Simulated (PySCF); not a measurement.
Ionisation energy of Os⁷³⁺ by level of theory

Os⁷³⁺ [He] 2s1 [2s1/2^1, M_J = 1/2] → Os⁷⁴⁺ 1s2, as a difference of total energies. Computed with PySCF 2.14 in an even-tempered Gaussian basis (16 s from 62 bohr⁻², ratio 2.4; 13 p from 81 bohr⁻², ratio 2.4; 5 d from 250 bohr⁻², ratio 2.6; 4 f from 370 bohr⁻², ratio 2.6), with the two-component X2C-1e Hamiltonian. Correlated levels: nothing frozen; the 28 highest virtual spinors dropped. "Screened" scales the spin-orbit matrix elements by Boettger's factors to mimic the two-electron term; Breit and QED terms are absent.

```json
{"method": "GHF (screened spin-orbit)", "ionisation energy (eV)": "20949.4", "difference from reference (eV)": "+28.8"}
{"method": "GMP2 (screened spin-orbit)", "ionisation energy (eV)": "20949.7", "difference from reference (eV)": "+29.1"}
```

Reference: 20920.6 ± 0.22 eV (theoretical estimate listed by NIST; NIST Atomic Spectra Database, ionization energies).

For this ion Breit and QED terms and the two-electron picture change, all absent here, outweigh the correlation shift from GHF to GMP2.
